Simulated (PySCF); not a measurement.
# Correlation energy of Li (lithium, neutral)

[He] 3d1, 2D determinant (an excited configuration). Computed with PySCF 2.14 in dyall-acv3z, with no relativity, point nucleus. Frozen: nothing; 3 electrons correlated; the 5 highest virtual orbitals of each spin left out.

```csv
level,correlation energy (mhartree)
CCSD,-41.31
(T),0.00
CCSD(T),-41.31
CCSDT,-41.31
```

Diagnostics: T1 = 0.00044, D1 = 0.0007, largest double amplitude 0.014.

**Question.** Is a single reference adequate?

**Answer.** Yes: T1 lies below 0.03 and no double amplitude reaches 0.07.
